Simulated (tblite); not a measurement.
Compound: C₇H₁₁P.
SMILES with atom numbers: `[CH:1]#[C:2][P:3]([CH2:4][CH3:5])[C:6](=[CH2:7])[CH3:8]` (hydrogens: H9 on C1; H10, H11 on C4; H12, H13, H14 on C5; H15, H16 on C7; H17, H18, H19 on C8)

Computed with GFN2-xTB (tblite), gas phase: L-BFGS steps from a force-field or distance-geometry start until the largest atomic force falls under 0.01 eV/Å.

Geometry at step 2:
```
atom  x, y, z in Å
C1     -0.3147    3.2696   -0.2594
C2     -0.1248    2.1199   -0.0191
P3      0.2072    0.4180    0.5248
C4      1.4239   -0.4025   -0.7300
C5      2.8805   -0.0279   -0.3130
C6     -1.3985   -0.4804    0.2500
C7     -2.4558    0.2149   -0.0800
C8     -1.5225   -1.9754    0.5839
H9     -0.5134    4.3026   -0.5207
H10     1.3380   -1.4489   -0.5645
H11     1.2180   -0.1727   -1.7683
H12     3.4952    0.0320   -1.1843
H13     2.8921    0.9036    0.2533
H14     3.2508   -0.8410    0.2966
H15    -2.2948    1.2509   -0.2637
H16    -3.4303   -0.2368   -0.1661
H17    -0.5992   -2.4493    0.2978
H18    -1.7136   -2.0781    1.6483
H19    -2.3478   -2.3891    0.0222
```

Question: Give the atomic forces at this geometry.

Answer: 
| atom | Fx (eV/Å) | Fy (eV/Å) | Fz (eV/Å) |
| --- | --- | --- | --- |
| C1 | -0.423 | 2.375 | -0.593 |
| C2 | 0.344 | -2.707 | -0.007 |
| P3 | 0.355 | -0.148 | 0.393 |
| C4 | 0.182 | 1.380 | 0.763 |
| C5 | -1.202 | -0.240 | 0.060 |
| C6 | 0.870 | -1.060 | 0.161 |
| C7 | -0.596 | 0.340 | -0.248 |
| C8 | 0.424 | 1.454 | -0.236 |
| H9 | 0.243 | -1.016 | 0.334 |
| H10 | -0.434 | -0.897 | -0.041 |
| H11 | -0.147 | 0.193 | -0.128 |
| H12 | 0.411 | 0.259 | -0.443 |
| H13 | 0.165 | -0.093 | -0.166 |
| H14 | 0.213 | 0.103 | 0.308 |
| H15 | -0.543 | 0.551 | -0.225 |
| H16 | -0.088 | 0.213 | -0.023 |
| H17 | 0.199 | -0.450 | 0.127 |
| H18 | 0.129 | -0.138 | 0.002 |
| H19 | -0.102 | -0.120 | -0.038 |

The largest, 2.73 eV/Å, acts on C2; the rms over all components is 0.684 eV/Å. The forces sum to zero within rounding, as they must for an isolated molecule in no field.

Question: Give the force on C2 in Eh/bohr and in nN.

Answer: 2.729 eV/Å ÷ 51.422 = 0.05307 Eh/bohr, and 2.729 eV/Å × 1.602 = 4.37 nN.

Question: How far is this geometry from the end of the optimisation?

Answer: 0.614 eV above it, and 0.446 Å rms away after alignment. The bonds farthest from their final lengths, with half the difference of the two atoms' forces along the bond (positive lengthens):

| bond | now (Å) | final (Å) | force along bond (eV/Å) |
| --- | --- | --- | --- |
| P3–C4 | 1.931 | 1.876 | -0.50 |
| C2–P3 | 1.817 | 1.767 | -1.14 |
| C4–C5 | 1.561 | 1.522 | -0.93 |
| C6–C8 | 1.537 | 1.499 | -1.25 |
| C1–H9 | 1.084 | 1.052 | -1.79 |
| C4–H10 | 1.063 | 1.094 | +1.08 |

The angle farthest from its final value is C2–P3–C4, 108.6° against 96.8°.

Of the 6 listed bonds off by 0.010 Å or more, this force points towards the final length in 6.
